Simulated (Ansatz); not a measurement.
Dissociation curve of C₂H₁₀Al₂O₆, singlet. The C4–H20 bond (C4 also carries H, H, O; H20 carries nothing else) is pulled apart rigidly from the PBE0/def2-SVP optimised geometry.

Method: unrestricted PBE0/def2-SVP (Ansatz, a first-principles code).

Relative to R = 1.10 Å, what are the energies at R = 1.19, 1.60, 2.02, 3.23 Å?

11.0 kJ/mol at 1.19 Å, 177.7 kJ/mol at 1.60 Å, 353.0 kJ/mol at 2.02 Å, 457.9 kJ/mol at 3.23 Å.

The unrestricted determinant behind UKS-PBE0 is spin-contaminated at 2.02 to 3.23 Å (<S²> up to 1.0, against 0.00 for a pure singlet).
